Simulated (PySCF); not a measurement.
Compound: trimethylgallium, C3H9Ga.
SMILES with atom numbers: `[CH3:1][Ga:2]([CH3:3])[CH3:4]` (hydrogens: H5, H6, H7 on C1; H8, H9, H10 on C3; H11, H12, H13 on C4)

Structure used (PBE0-D3(BJ)/def2-SVP), in Å, numbered top down from 1:
```xyz
13
C3H9Ga angstrom
C     -0.6637    1.8294    0.2491
Ga    -0.0092   -0.0281    0.0847
C      1.9305   -0.3581    0.2630
C     -1.2770   -1.5021   -0.2593
H     -0.2645    2.4450   -0.5748
H     -0.2999    2.2874    1.1837
H     -1.7609    1.9046    0.2298
H      2.5075    0.3225   -0.3842
H      2.2140   -1.3933    0.0226
H      2.2512   -0.1502    1.2982
H     -1.6661   -1.4226   -1.2891
H     -0.8204   -2.4966   -0.1477
H     -2.1502   -1.4370    0.4100
```

Computed with core-valence-separated Tamm–Dancoff BHandHLYP/aug-pcX-1 (pcseg-1 on H, def2-SVPD on Ga) in PySCF, non-relativistic, gas phase, PBE0-D3(BJ)/def2-SVP geometry. Absolute energies from this functional tend to lie a few eV below measured edges; no shift was applied.

The lowest roots of each edge with f over 0.003 (five at most, numbered afresh; weaker and dark ones are left out), with transition dipoles (au) in the frame of the coordinates:

```json
{"root": "1", "edge": "C", "E (eV)": "285.63", "μx": "0.0579", "μy": "-0.0318", "μz": "-0.0173"}
{"root": "2", "edge": "C", "E (eV)": "285.63", "μx": "-0.0393", "μy": "0.0273", "μz": "0.0180"}
{"root": "3", "edge": "C", "E (eV)": "285.64", "μx": "0.0086", "μy": "0.0672", "μz": "-0.0103"}
{"root": "4", "edge": "C", "E (eV)": "285.71", "μx": "-0.0202", "μy": "-0.0076", "μz": "-0.0587"}
{"root": "5", "edge": "C", "E (eV)": "285.72", "μx": "0.0260", "μy": "0.0390", "μz": "-0.0459"}
```

**Question.** What are the oscillator strengths?

**Answer.** f = (2/3) ΔE |μ|², with ΔE in hartree (27.2114 eV):

| root | ΔE (Eh) | \|μ\|² (au) | f | core hole on |
| --- | --- | --- | --- | --- |
| 1 | 10.4966 | 0.004664 | 0.033 | C1/C3/C4 |
| 2 | 10.4968 | 0.002614 | 0.018 | C1/C3/C4 |
| 3 | 10.4969 | 0.004698 | 0.033 | C1/C3/C4 |
| 4 | 10.4996 | 0.003917 | 0.027 | C1/C3/C4 |
| 5 | 10.4999 | 0.004301 | 0.030 | C1/C3/C4 |

**Question.** Molecules are fixed in this frame and the field points along (0, 1, 1)/√2. What effective strengths 3 f cos²θ do the roots have (θ between field and μ)?

**Answer.** root 1 (C1/C3/C4): 0.025, root 2 (C1/C3/C4): 0.022, root 3 (C1/C3/C4): 0.034, root 4 (C1/C3/C4): 0.046, root 5 (C1/C3/C4): 0.000. Root 4 is the strongest. Averaged over all orientations cos²θ is 1/3, which gives f back. For degenerate partners only the sum has meaning, as the program may mix them freely.

 The BHandHLYP/aug-pcX-1 (pcseg-1 on H, def2-SVPD on Ga) calculation is non-relativistic and has no spin–orbit coupling, an omission that weighs most on gallium.
